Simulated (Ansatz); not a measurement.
A nudged elastic band was laid between two geometries of C2H7NSi (11 atoms, charge 0, multiplicity 1).

Computed with UKS B3LYP/def2-SVP in Ansatz.

```json
{
  "movable images": "5",
  "climbing image": "yes",
  "spring": "5.0 eV/Å²",
  "optimiser": "quadratic models (default)",
  "start path": "through a guess of the saddle point",
  "force threshold": "0.03 eV/Å",
  "iteration limit": "60",
  "end points": "relaxed"
}
```

First end point:

```xyz
11
Properties=species:S:1:pos:R:3
C -0.419 1.280 -0.340
N -0.118 -0.148 -0.342
C 0.527 -0.578 0.892
Si -0.536 -1.118 -1.724
H -0.908 1.570 -1.281
H 0.502 1.882 -0.228
H -1.091 1.546 0.498
H 1.476 -0.031 1.055
H 0.744 -1.653 0.856
H -0.118 -0.377 1.768
H 0.006 -2.431 -1.133
```

Last end point:

```xyz
11
Properties=species:S:1:pos:R:3
C -0.311 1.336 -0.347
N 0.206 -0.030 -0.338
C 0.213 -0.795 0.943
Si -0.938 -1.688 -0.344
H -0.393 1.696 -1.383
H 0.336 2.021 0.230
H -1.318 1.343 0.096
H 1.214 -1.138 1.229
H 1.083 -0.115 -0.847
H -0.257 -0.217 1.749
H 0.230 -2.470 -0.967
```

Problem. What changes between the two ends?

Solution. Bonds broken: C3–H9. Bonds formed: N2–H9, C3–Si4.

Problem. Give the energies along the band, and the barrier.

Solution. It converged. The highest image is number 3 of 0 to 6, 93.6 kcal/mol above the first end and 75.8 kcal/mol above the last; the last end lies 17.8 kcal/mol above the first. Neighbouring images differ by up to 2.4 eV, so the band resolves the path poorly. A vibrational analysis at the climbing image gives one clearly imaginary mode, 1848i cm⁻¹: a first-order saddle point. The orbitals stay closed-shell, which can raise the energy where a bond breaks towards radicals; this wasn't checked here.

| image | path coordinate (Å) | energy (kcal/mol) | C3–H9 (Å) | N2–H9 (Å) | C3–Si4 (Å) |
| --- | --- | --- | --- | --- | --- |
| 0 | 0.00 | 0.0 | 1.10 | 2.11 | 2.87 |
| 1 | 0.85 | 6.4 | 1.10 | 2.05 | 2.76 |
| 2 | 1.69 | 39.3 | 1.11 | 1.86 | 2.38 |
| 3 | 2.54 | 93.6 | 1.32 | 1.34 | 2.18 |
| 4 | 3.17 | 45.0 | 1.72 | 1.04 | 2.08 |
| 5 | 3.81 | 20.1 | 2.03 | 1.02 | 1.96 |
| 6 | 4.45 | 17.8 | 2.10 | 1.02 | 1.94 |

Problem. What is the geometry of the highest image?

Solution. 
```xyz
11
Properties=species:S:1:pos:R:3:forces:R:3
C -0.311 1.385 -0.446 0.00 0.00 0.00
N 0.036 -0.016 -0.307 0.00 0.01 0.01
C 0.354 -0.644 0.974 0.01 0.00 -0.02
Si -0.907 -1.646 -0.488 0.00 -0.01 0.00
H -0.565 1.612 -1.493 0.00 0.00 0.00
H 0.528 2.034 -0.142 0.00 0.00 0.00
H -1.185 1.630 0.192 0.00 0.00 0.00
H 1.365 -0.457 1.380 0.00 0.00 0.00
H 0.883 -1.043 -0.171 -0.01 0.00 0.00
H -0.393 -0.624 1.793 0.00 0.00 0.00
H 0.260 -2.288 -1.270 0.00 0.00 0.00
```

The run took 4.3 min on 2 threads of Arm Neoverse V1, on a shared host, peak memory 0.26 GiB.
